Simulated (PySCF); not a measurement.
A PySCF script (with the pyscf-properties extension) for the NMR shieldings of `[NH3+][BH2-][C@@H]1C[C@H]1OC=O`, C₄H₁₀BNO₂, on a GFN2-xTB geometry:

```python
import basis_set_exchange as bse
import numpy as np
from pyscf import gto, dft
from pyscf.prop import nmr

atoms = """
N     1.484080    0.357099    1.337038
B     1.682836   -0.046313   -0.246234
C     0.244291   -0.673098   -0.626670
C    -0.459043   -0.525665   -1.948893
C    -0.908798    0.276701   -0.776530
O    -2.164105   -0.036660   -0.164216
C    -2.233876    0.198979    1.115608
O    -1.358026    0.636675    1.822383
H     2.103024    1.114480    1.601960
H     0.505572    0.635838    1.482744
H     1.670968   -0.450659    1.920475
H     2.574162   -0.831491   -0.297376
H     1.902463    0.964875   -0.834102
H    -0.029496   -1.588615   -0.106924
H     0.038487    0.007642   -2.744118
H    -1.105315   -1.322352   -2.285840
H    -0.718405    1.343423   -0.756326
H    -3.237579   -0.054540    1.495364
"""
names = dict.fromkeys(["N", "B", "C", "O", "H"], "pcSseg-1")
basis = {el: gto.basis.parse(bse.get_basis(n, elements=[el], fmt="nwchem")) for el, n in names.items()}
mol = gto.M(atom=atoms, basis=basis, charge=0, verbose=0)
mf = dft.RKS(mol, xc="PBE0")
mf.grids.level = 2
mf.grids.alignment = dft.numint.BLKSIZE   # the property module wants whole blocks of grid points
mf.conv_tol = 1e-9
mf.kernel()

calc = nmr.RKS(mf)   # GIAO
C = mf.mo_coeff
Co = C[:, mf.mo_occ > 0]
resp = mf.gen_response(singlet=True, hermi=2)
def vind(x):   # induced exchange potential for any number of trial vectors
    d = np.einsum("pi,xij,qj->xpq", C, 2 * x.reshape(-1, C.shape[1], Co.shape[1]), Co, optimize=True)
    return np.einsum("xpq,pi,qj->xij", resp(d - d.transpose(0, 2, 1)), C, Co, optimize=True).ravel()
mo1, _ = nmr.rhf.solve_mo1(calc, with_cphf=vind)
sigma = calc.kernel(mo1)
for i, s in enumerate(sigma):   # ppm
    w = np.linalg.eigvalsh((s + s.T) / 2)
    print("%2d %-2s iso %8.1f  s11 %8.1f  s22 %8.1f  s33 %8.1f" % (i, mol.atom_pure_symbol(i), w.mean(), *w))
```

Problem. Give the expected output.

Solution. 
```
 0 N  iso    224.5  s11    217.9  s22    219.2  s33    236.4
 1 B  iso    119.3  s11    106.1  s22    119.2  s33    132.5
 2 C  iso    168.0  s11    127.3  s22    170.3  s33    206.2
 3 C  iso    173.0  s11    150.4  s22    167.8  s33    200.9
 4 C  iso    124.8  s11     74.3  s22    103.8  s33    196.2
 5 O  iso     85.4  s11    -86.5  s22    119.6  s33    223.1
 6 C  iso     14.3  s11    -78.1  s22     44.2  s33     76.9
 7 O  iso    -78.5  s11   -335.3  s22   -196.2  s33    296.1
 8 H  iso     29.1  s11     22.5  s22     24.8  s33     40.0
 9 H  iso     24.8  s11     13.9  s22     21.9  s33     38.5
10 H  iso     29.2  s11     23.5  s22     25.4  s33     38.7
11 H  iso     29.3  s11     25.4  s22     29.6  s33     33.0
12 H  iso     30.4  s11     26.3  s22     31.1  s33     33.8
13 H  iso     31.8  s11     27.0  s22     29.8  s33     38.5
14 H  iso     30.9  s11     24.8  s22     27.7  s33     40.2
15 H  iso     30.4  s11     25.0  s22     27.2  s33     39.1
16 H  iso     28.4  s11     23.6  s22     27.9  s33     33.7
17 H  iso     23.5  s11     18.9  s22     23.3  s33     28.4
```

These numbers come from an equivalent density-fitted implementation of the same equations, which agrees with the script to about 0.01 ppm for H and up to a few tenths of a ppm for heavy atoms, so last digits may differ.

Size and cost of the density-fitted run: 186 basis functions, 14 s wall time on 1 thread of an AMD EPYC 9R45 96-Core, shared host; peak memory 0.88 GiB.
